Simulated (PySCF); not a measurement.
## 33S chemical shifts

[PySCF 2.14.0 with density-fitted response routines: geometry: GFN2-xTB; shieldings: GIAO PBE0/pcSseg-1; no solvent model; single conformer; rapidly exchanging positions averaged; non-relativistic Hamiltonian]

Shieldings were converted by a linear fit to measured shifts: 33S (scatter 33.3 ppm rms vs sulfate, solution or neat liquid). A few per cent of atoms miss by over 2 rms, more outside the fitted compound classes.

Problem. Give the 33S shifts of `CS/C(=C\F)[C@@H](C)C(C)=S`.

Solution. 
| compound | environment | δ (ppm) |
| --- | --- | --- |
| [CH3:1][S:2]/[C:3](=[CH:4]\[F:5])[C@@H:6]([CH3:7])[C:8]([CH3:9])=[S:10] | S10: thione sulfur | 504 |
| [CH3:1][S:2]/[C:3](=[CH:4]\[F:5])[C@@H:6]([CH3:7])[C:8]([CH3:9])=[S:10] | S2: sulfide sulfur | -293 |

Problem. Order these by 33S shift, lowest first.
A. C=C(C)C1(F)CSCSC1
B. CSC1=CC[Si@H]1C#N
C. Fc1cc2occc2s1
D. O=S1CCCCCC1

Solution. A (-366 ppm, sulfide sulfur), B (-285 ppm, sulfide sulfur), C (-202 ppm, aromatic ring sulfur), D (-2 ppm, sulfoxide sulfur).
